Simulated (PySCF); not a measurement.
## Assigning NMR signals

Geometry (Å), atoms numbered from 1 in this order:
```xyz
17

C    -1.936   -0.979    0.083
C    -1.438   -0.197   -1.123
F    -2.375    0.785   -1.444
Si    0.249    0.682   -0.857
C     0.115    1.861    0.654
O     0.845    1.712    1.604
O     1.342   -0.412   -0.426
Si    2.467   -0.710    0.747
H    -2.901   -1.436   -0.129
H    -2.045   -0.321    0.943
H    -1.217   -1.756    0.323
H    -1.408   -0.850   -2.002
H     0.688    1.415   -2.039
H    -0.628    2.682    0.668
H     3.121   -1.886    0.172
H     1.759   -1.019    1.983
H     3.355    0.440    0.835
```

In vacuum, fast rotation and ring inversion assumed for equivalent nuclei, non-relativistic Hamiltonian, one conformer. Geometry: GFN2-xTB; shieldings: GIAO PBE0/pcSseg-1; PySCF 2.14.

Shifts are taken against calculated references (same method and geometry level): ¹³C, ¹H against TMS.

(1) Assign these signals to the numbered atoms. ¹³C{¹H} NMR (computed): δ 253.6, 87.7, 19.9.

(2) Assign these signals to the numbered atoms. ¹H NMR (500 MHz, computed): δ 12.33 (m, 1H), 5.19 (s, 3H), 5.11 (m, 1H), 5.03 (m, 1H), 1.52 (m, 3H).

Results:

(1) 
```tsv
δ (ppm)	atoms	environment	reason
253.6	C5	carbonyl carbon	–
87.7	C2	sp3 CH bonded to F and Si	pulled downfield by the heteroatom
19.9	C1	methyl carbon	a saturated carbon with 1 carbon neighbour and no heteroatom attached
```

(2) 
12.33 → H14, hydrogen on a carbonyl carbon
5.19 → H15/H16/H17, hydrogen on a silicon bonded to O
5.11 → H12, hydrogen on an sp3 CH bonded to F and Si: its carbon carries F, an electronegative neighbour
5.03 → H13, hydrogen on a silicon bonded to 2 C, O
1.52 → H9/H10/H11, hydrogen on a methyl carbon

H15/H16/H17 and H12; H12 and H13 lie closer than the usual error of such a calculation, so a measured spectrum could show them in the other order.

Splittings by ¹⁹F in the carbon and heteronuclear signals aren't shown, as no couplings were computed. Shifts are as computed. Against solution values, carbons near 30 ppm lie about +3 ppm off and those near 130 ppm about +5 ppm. Of 1309 compounds with measured shifts, 239 miss one by over three times the rms of a fit or turn the order of signals round; such compounds aren't used in these exercises. Multiplicities follow the n + 1 count of equivalent neighbours, as no J values were calculated; m marks all less simple cases, F and P coupling included.
